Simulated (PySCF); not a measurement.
SMILES [OH][Al]([OH])[Si](F)(F)F (PBE0/def2-SVP optimised geometry):

```
9

Si    -0.890    -1.772     0.016
F     -2.499    -1.705    -0.047
F     -0.528    -2.606     1.349
F     -0.435    -2.691    -1.230
Al     0.154     0.407     0.000
O      1.844     0.407     0.000
O     -0.874     1.748     0.000
H      2.499     1.105    -0.007
H     -0.712     2.691    -0.005
```

Calculation: PBE0/def2-TZVP (PySCF).

**Question.** What are the frontier orbital energies and the dipole moment?

**Answer.** HOMO-2 -9.64 eV, HOMO-1 -9.57 eV, HOMO -9.22 eV, LUMO -1.36 eV, LUMO+1 -0.61 eV; dipole moment 4.94 D.

Meta-Löwdin charges at PBE0/def2-TZVP: Si1 1.38, F2 -0.49, F3 -0.49, F4 -0.49, Al5 0.94, O6 -0.78, O7 -0.78, H8 0.36, H9 0.36.
